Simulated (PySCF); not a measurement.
# Electronic absorption of C6H7F3O

Species: C6H7F3O.
Structure used (PBE0-D3(BJ)/def2-SVP), in Å, numbered top down from 1:
```xyz
17
C6H7F3O angstrom
C     -3.118    0.610    0.208
C     -1.907    0.235   -0.192
O     -0.828    0.301    0.632
C      0.200   -0.569    0.457
C      0.102   -1.760   -0.142
C      1.468   -0.003    1.017
C      2.188    0.902    0.041
F      3.242    1.478    0.625
F      2.639    0.220   -1.017
F      1.397    1.873   -0.417
H     -3.298    0.932    1.236
H     -3.944    0.618   -0.503
H     -1.682   -0.100   -1.211
H      0.992   -2.379   -0.257
H     -0.847   -2.147   -0.516
H      1.236    0.597    1.908
H      2.166   -0.799    1.304
```

Method used: TDDFT CAM-B3LYP/def2-SVPD, vertical, gas phase, core orbitals frozen in the response (PySCF).

| state | E (eV) | ν̃ (cm⁻¹) | f | \|μ\| (D) | main configurations (H = HOMO, L = LUMO) |
| --- | --- | --- | --- | --- | --- |
| S1 | 6.08 | 49060 | 0.324 | 3.75 | H→L (95%) |
| S2 | 6.67 | 53760 | 0.082 | 1.80 | H→L+1 (82%), H→L+3 (8%) |
| S3 | 6.95 | 56090 | 0.032 | 1.10 | H→L+2 (86%) |
| S4 | 7.24 | 58380 | 0.031 | 1.07 | H→L+3 (49%), H-1→L (17%), H-1→L+1 (11%) |
| S5 | 7.48 | 60320 | 0.040 | 1.19 | H→L+4 (66%), H-1→L (11%), H→L+5 (9%) |
| S6 | 7.51 | 60590 | 0.176 | 2.49 | H-1→L (57%), H→L+3 (11%), H→L+4 (8%) |

The lowest singlet comes at 204 nm (587 kJ/mol) in the ultraviolet; it is strong; its leading configuration is HOMO→LUMO (95%). The lowest level is also the most intense of those listed (f = 0.324). Löwdin shares by element: HOMO carbon 55% or more, oxygen 22% (atoms not listed hold the other 23%); LUMO carbon 62% or more (atoms not listed hold the other 38%). The oscillator strengths of these states sum to 0.685; summed over the whole spectrum of an exact calculation they would give the number of electrons, 78 (Thomas–Reiche–Kuhn). Of the 6 states listed, 6 reach f = 0.01 and none stays under 0.0005. Weighted by f, the mean energy of these states is 6.69 eV. The window holds the lowest 6 singlets.

The run took 2.1 min wall on an x86-64 server with one thread, shared host.

One conformer stands for the species.
